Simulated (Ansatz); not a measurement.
Reactions of Cl2FGeHO (`[OH][Ge]([F])([Cl])[Cl]`).

Calculated with Ansatz (gas phase, PBE0-D4/def2-TZVP geometries, no zero-point term in ΔE). CCSD(T)/CBS adds triple-zeta CCSD(T) − MP2 to the extrapolated MP2 energy (def2 sets, frozen cores). This one scheme is used for every species. Functionals use def2-TZVPP. For Ge outer-core shells are correlated without core-valence functions, which leaves a few kJ/mol of doubt a bond. Scalar relativity is left out up to krypton. Each species was taken in one conformer, which may not be the lowest.

```tsv
reaction	CCSD(T)/CBS(def2) (kcal/mol)
`[OH][Ge]([F])([Cl])[Cl]` → `[Cl][Ge][Cl]` + `OF`	134.9
`[OH][Ge]([F])([Cl])[Cl]` → Cl₂ + `[OH][Ge][F]`	81.3
`[OH][Ge]([F])([Cl])[Cl]` + H–F → `[F][Ge]([F])([Cl])[Cl]` + H₂O	-3.6
`[OH][Ge]([F])([Cl])[Cl]` + `N=C=O` → `O=C=[N][Ge]([F])([Cl])[Cl]` + H₂O	?
`[OH][Ge]([F])([Cl])[Cl]` + CH₃OH → `C[O][Ge]([OH])([Cl])[Cl]` + H–F	?
`[OH][Ge]([F])([Cl])[Cl]` + H₂ → `[OH][GeH]([Cl])[Cl]` + H–F	7.8
`[OH][Ge]([F])([Cl])[Cl]` + CH₃OH → `C[O][Ge]([OH])([F])[Cl]` + HCl	4.9
```

**Question.** Fill in the missing values. (Best estimate.)

**Answer.** The calculation gave: `[OH][Ge]([F])([Cl])[Cl]` + `N=C=O` → `O=C=[N][Ge]([F])([Cl])[Cl]` + H₂O: -1.6 kcal/mol; `[OH][Ge]([F])([Cl])[Cl]` + CH₃OH → `C[O][Ge]([OH])([Cl])[Cl]` + H–F: +2.6 kcal/mol.

Largest T1 diagnostic: 0.018, for `N=C=O`.
